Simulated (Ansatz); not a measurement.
Mulliken charges of F₃GeO (`[O][Ge]([F])([F])[F]`) radical from ωB97M-V/def2-TZVPP in Ansatz (PBE0-D4/def2-TZVP geometry).

```json
{"atom": "O1", "x (Å)": "-0.574", "y (Å)": "0.095", "z (Å)": "1.657", "charge (e)": "-0.251"}
{"atom": "Ge2", "x (Å)": "0.004", "y (Å)": "-0.010", "z (Å)": "-0.012", "charge (e)": "1.195"}
{"atom": "F3", "x (Å)": "1.389", "y (Å)": "-0.991", "z (Å)": "0.000", "charge (e)": "-0.313"}
{"atom": "F4", "x (Å)": "-1.155", "y (Å)": "-0.688", "z (Å)": "-1.051", "charge (e)": "-0.315"}
{"atom": "F5", "x (Å)": "0.386", "y (Å)": "1.521", "z (Å)": "-0.635", "charge (e)": "-0.315"}
```

Q: By hand: the dipole of these point charges (1 e Å = 4.8032 D).

A: Σ q r = (-0.044, 0.012, 0.101) e Å, of length 0.111 e Å = 0.53 D.

Q: How does the dipole of the full density compare? (Best estimate.)

A: Ansatz gave: (-0.032, 0.011, 0.064) e Å, 0.35 D; the point charges give 1.51 times that, at 4° from its direction.

Point charges leave out the atoms' own dipoles, such as those of lone pairs, and Mulliken's split depends on the basis, so the two needn't agree.
